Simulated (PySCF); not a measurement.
C₄H₂BrCl, SMILES C#C/C=C(/Cl)Br. Atoms are numbered in the order given.

```xyz
8

C      0.5820     3.2765     0.0000
C      0.9367     2.1150     0.0000
C      1.3923     0.7740     0.0000
C      0.5956    -0.3158     0.0000
Cl     1.2557    -1.9141     0.0000
Br    -1.2891    -0.2130     0.0000
H      0.2572     4.2998     0.0000
H      2.4730     0.5975     0.0000
```

Geometry: B3LYP-D3(BJ)/def2-SVP. The structure was generated by enumeration; whether it is a known compound was not checked.

Two levels are set side by side: PBE/pcSseg-1 (PySCF) and PBE0/pcSseg-1 (PySCF). GIAO shifts against HCl (³⁵Cl), TMS (¹H), TMS (¹³C) at the same level; non-relativistic, no solvent, atoms listed together averaged. Without spin–orbit terms, shifts of atoms bonded to Cl or Br come out too high at both levels. Differences are taken from unrounded values.

| quantity | PBE0 |
|---|---|
| δ(¹³C) of C1 (ppm) | 101.0 |
| δ(¹³C) of C2 (ppm) | 81.7 |
| δ(¹³C) of C3 (ppm) | 124.6 |
| δ(¹³C) of C4 (ppm) | 161.6 |
| δ(³⁵Cl) of Cl5 (ppm) | 375.0 |
| δ(¹H) of H7 (ppm) | 3.96 |
| δ(¹H) of H8 (ppm) | 6.33 |

Q: What does PBE give, and how far is it from PBE0? (The exact figures need the calculation; the answer reports its results.)

A: 
| quantity | PBE | PBE minus PBE0 |
|---|---|---|
| δ(¹³C) of C1 (ppm) | 98.1 | -2.9 |
| δ(¹³C) of C2 (ppm) | 85.1 | 3.4 |
| δ(¹³C) of C3 (ppm) | 120.0 | -4.6 |
| δ(¹³C) of C4 (ppm) | 160.4 | -1.2 |
| δ(³⁵Cl) of Cl5 (ppm) | 411.3 | 36.3 |
| δ(¹H) of H7 (ppm) | 3.85 | -0.12 |
| δ(¹H) of H8 (ppm) | 6.24 | -0.09 |

Rough cost on one machine, each run with all the roots and properties that it gave: PBE0 against PBE within a factor of 2.
